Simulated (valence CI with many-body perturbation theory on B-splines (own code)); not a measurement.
# How close is CI+MBPT for Se?

Calculated by valence CI with perturbative core correlation (CI+MBPT): six valence electrons over a frozen Dirac-Fock core [Ar] 3d10, radial functions for each j: 9 s, 9 p, 8 d, 6 f, 3 g, 1 h, with the one-electron correlation potential Σ1 (screened to all orders), the two-electron term Σ2, the three-electron term Σ3, Breit, model QED; selected single and double excitations, second order for the rest, scaled by the run's own slope (own B-spline code, finite nucleus).

Against 24 measured levels this calculation errs by 247 cm⁻¹ on average and by 371 at most. These come from a selection out of the NIST Handbook of Basic Atomic Spectroscopic Data. Levels without a partner in it may be off by more. Among the levels kept, up to 1300 cm⁻¹ of a level comes from second order outside the variational space, and about a tenth of that is noise between levels of different J, which matters for small intervals.

Measured levels: NIST Handbook of Basic Atomic Spectroscopic Data (Sansonetti and Martin, J. Phys. Chem. Ref. Data 34, 1559 (2005)). Pairs share parity and J, and are chosen by configuration, term and nearness in energy; levels without a clear partner are left out. Energies in cm⁻¹ above the measured ground level.

```
  Computed label  Label in the source  Measured  Computed  Difference
    4s2.4p4 3P_2               4p4 3P         0       0.0           0
    4s2.4p4 3P_1               4p4 3P    1989.5    1957.1         -32
    4s2.4p4 3P_0               4p4 3P    2534.4    2487.0         -47
    4s2.4p4 1D_2               4p4 1D    9576.1    9595.4         +19
    4s2.4p4 1S_0               4p4 1S   22446.2   22490.1         +44
4s2.4p3.5s 5S°_2      4p3(4S°) 5s 5S°   48182.4   47916.0        -266
4s2.4p3.5s 3S°_1      4p3(4S°) 5s 3S°   50997.2   50742.1        -255
 4s2.4p3.5p 5P_1       4p3(4S°) 5p 5P   59243.0   58923.6        -319
 4s2.4p3.5p 5P_2       4p3(4S°) 5p 5P   59288.0   58971.2        -317
 4s2.4p3.5p 5P_3       4p3(4S°) 5p 5P   59391.5   59030.5        -361
 4s2.4p3.5p 3P_1       4p3(4S°) 5p 3P   60622.5   60310.0        -312
 4s2.4p3.5p 3P_2       4p3(4S°) 5p 3P   60677.6   60369.1        -309
 4s2.4p3.5p 3P_0       4p3(4S°) 5p 3P   60696.2   60354.9        -341
4s2.4p3.5s 3D°_1      4p3(2D°) 5s 3D°   61681.5   61524.5        -157
4s2.4p3.5s 3D°_2      4p3(2D°) 5s 3D°   61828.7   61661.6        -167
4s2.4p3.5s 3D°_3      4p3(2D°) 5s 3D°   62247.8   62059.1        -189
4s2.4p3.4d 5D°_4      4p3(4S°) 4d 5D°   63370.2   62999.7        -371
4s2.4p3.4d 5D°_2      4p3(4S°) 4d 5D°   63373.4   63070.6        -303
4s2.4p3.4d 5D°_0      4p3(4S°) 4d 5D°   63381.1   63037.5        -344
4s2.4p3.4d 5D°_1      4p3(4S°) 4d 5D°   63383.0   63038.7        -344
4s2.4p3.4d 5D°_3      4p3(4S°) 4d 5D°   63387.6   63087.1        -301
4s2.4p3.5s 1D°_2      4p3(2D°) 5s 1D°   63479.5   63292.1        -187
4s2.4p3.4d 3D°_2      4p3(4S°) 4d 3D°   65278.2   64967.4        -311
4s2.4p3.4d 3D°_1      4p3(4S°) 4d 3D°   65299.8   64974.6        -325
4s2.4p3.4d 3D°_3      4p3(4S°) 4d 3D°   65340.0   65045.8        -294
```

Over 24 excited levels the mean absolute difference is 247 cm⁻¹, the median 302 and the largest 371. The comparison draws on a selection of the measured levels: 25 of the 27 computed ones have a partner in it, and others may be off by more.

Rates against NIST Handbook of Basic Atomic Spectroscopic Data (Sansonetti and Martin, J. Phys. Chem. Ref. Data 34, 1559 (2005)):

| λ vac, measured (nm) | Upper | Lower | A computed (s⁻¹) | A tabulated (s⁻¹) |
| --- | --- | --- | --- | --- |
| 196.09 | 4s2.4p3.5s 3S°_1 | 4s2.4p4 3P_2 | 2.89e+08 | 2.13e+08 |
| 204.05 | 4s2.4p3.5s 3S°_1 | 4s2.4p4 3P_1 | 1.41e+08 | 9.80e+07 |
| 206.34 | 4s2.4p3.5s 3S°_1 | 4s2.4p4 3P_0 | 4.74e+07 | 3.30e+07 |
| 207.54 | 4s2.4p3.5s 5S°_2 | 4s2.4p4 3P_2 | 1.53e+06 | 1.70e+06 |
| 216.48 | 4s2.4p3.5s 5S°_2 | 4s2.4p4 3P_1 | 2.93e+05 | 3.20e+05 |
